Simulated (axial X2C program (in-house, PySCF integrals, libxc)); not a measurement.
Low determinants of GeB at the PBE0 level, two-component

Calculated with an in-house all-electron X2C program for linear molecules (integrals from PySCF). Two-component (2c) means X2C with spin–orbit coupling and atomic mean-field two-electron Coulomb and Gaunt terms. Basis: Ge dyall-cv3z [9s9p7d4f1g], B dyall-v3z [7s6p2d1f] (cores contracted in-house); Gaussian nuclei, density fitting, unrestricted open shells. Masses: Ge 73.921 u, B 11.009 u.

Search at 1.976 Å (vertical energies from the lowest determinant):

```tsv
ΔE (eV)	state	electrons beyond evenly filled partner blocks	electrons in ±ω = 1/2, 3/2, 5/2, 7/2
0.00	Ω = 3/2	ω = 3/2	26 9 2 0
0.33	Ω = 1/2	2 × ω = -1/2, ω = 3/2	26 9 2 0
0.77	Ω = 1/2	ω = 1/2	27 8 2 0
0.83	Ω = 5/2	2 × ω = 1/2, ω = 3/2	26 9 2 0
0.90	Ω = 1/2	ω = 1/2	25 10 2 0
2.97	Ω = 5/2	ω = -1/2, 2 × ω = 3/2	25 10 2 0
3.11	Ω = 7/2	ω = 1/2, 2 × ω = 3/2	25 10 2 0
```

Lowest determinant, Ω = 3/2 (⟨Sz⟩ = 1.50, ⟨Lz⟩ = 0.00 at PBE0): Re = 1.973 Å, ωe = 648.7 cm⁻¹.

The determinant in row 2 of the search, Ω = 1/2 (⟨Sz⟩ = 0.50, ⟨Lz⟩ = 0.00 at PBE0), was followed along the bond at PBE0; measured from the minimum of the lowest determinant it gives:

Te = 0.333 eV (2688 cm⁻¹), Re = 1.983 Å, ωe = 642.9 cm⁻¹.

(1) Compare the bond of the determinant in row 2 with that of the lowest one.

The search compares states at one distance, so a state with another bond length can lie lower; it is not exhaustive and yields mostly the lowest determinant of each block pattern, so other components and higher states of one pattern are missing. These are energies of single determinants, not of spin-adapted states; PBE0 term energies can be off by some tenths of an eV, and the functional has no current term. The lowest determinant need not be the ground state where others lie within half an eV.

Results:

(1) At PBE0 its Re is 0.010 Å longer and its force constant, which goes as ωe², is 0.98 times that of the lowest determinant. This determinant mixes spin states, so it has no term energy of its own.
